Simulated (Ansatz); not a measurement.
K₂Sn₂Cl₆ (the lowest singlet isomer of a short search), 10 atoms. Hardware: 6 threads of Intel Xeon on a shared host.

In the def2 sets Sn takes a core potential; there is no spin–orbit coupling. Correlated methods freeze 48 core orbitals; core or outer-core shells of K, Sn are correlated, in sets that lack core-valence functions.

(1) How many basis functions does each of these Ansatz runs have, and roughly what does it cost? B97M-V/def2-TZVP, charge 0 singlet, energy, from earlier orbitals; LDA (SPW92)/def2-TZVP, charge 0 singlet, energy, from earlier orbitals; r2SCAN-D4/def2-TZVP, charge 0 singlet, energy and forces, from earlier orbitals; PBE-D4/def2-TZVP, charge 0 singlet, energy, from earlier orbitals; HF/STO-3G, charge 0 singlet, energy; PBE-D4/def2-TZVP, charge 0 triplet at the geometry of the charge 0 singlet, energy, from earlier orbitals; PBE0-D4/def2-TZVP, charge 0 triplet at the geometry of the charge 0 singlet, energy; PBE0-D4/def2-TZVP, charge 0 singlet, energy, from earlier orbitals; PBE0-D4/def2-TZVP, charge -1 doublet at the geometry of the charge 0 singlet, energy; PBE0-D4/def2-SVP, charge 0 singlet, energy, from earlier orbitals; PBE-D4/def2-TZVP, charge -1 doublet at the geometry of the charge 0 singlet, energy, from earlier orbitals; MP2/def2-SVP, charge 0 singlet, energy, from earlier orbitals.

Results:

(1) Other jobs shared the machine, so times can vary by a factor of up to 3.

| run | functions | fitting or Cholesky vectors | wall time | peak host memory (GiB) |
| --- | --- | --- | --- | --- |
| HF/STO-3G, charge 0 singlet, energy | 134 | 1644 | 5.5 s | 0.79 |
| LDA (SPW92)/def2-TZVP, charge 0 singlet, energy, from earlier orbitals | 388 | 2962 | 9.5 s | 1.1 |
| MP2/def2-SVP, charge 0 singlet, energy, from earlier orbitals | 208 | 2088 | 12 s | 0.88 |
| PBE0-D4/def2-SVP, charge 0 singlet, energy, from earlier orbitals | 208 | 2088 | 12 s | 0.91 |
| PBE-D4/def2-TZVP, charge 0 singlet, energy, from earlier orbitals | 388 | 2962 | 18 s | 1.2 |
| PBE-D4/def2-TZVP, charge 0 triplet at the geometry of the charge 0 singlet, energy, from earlier orbitals | 388 | 2962 | 35 s | 1.4 |
| r2SCAN-D4/def2-TZVP, charge 0 singlet, energy and forces, from earlier orbitals | 388 | 2962 | 41 s | 1.2 |
| PBE0-D4/def2-TZVP, charge 0 singlet, energy, from earlier orbitals | 388 | 3238 | 48 s | 3 |
| B97M-V/def2-TZVP, charge 0 singlet, energy, from earlier orbitals | 388 | 2962 | 48 s | 1.5 |
| PBE-D4/def2-TZVP, charge -1 doublet at the geometry of the charge 0 singlet, energy, from earlier orbitals | 388 | 2962 | 68 s | 2.7 |
| PBE0-D4/def2-TZVP, charge 0 triplet at the geometry of the charge 0 singlet, energy | 388 | 2860 | 1.8 min | 3.1 |
| PBE0-D4/def2-TZVP, charge -1 doublet at the geometry of the charge 0 singlet, energy | 388 | 2860 | 2.4 min | 3.7 |
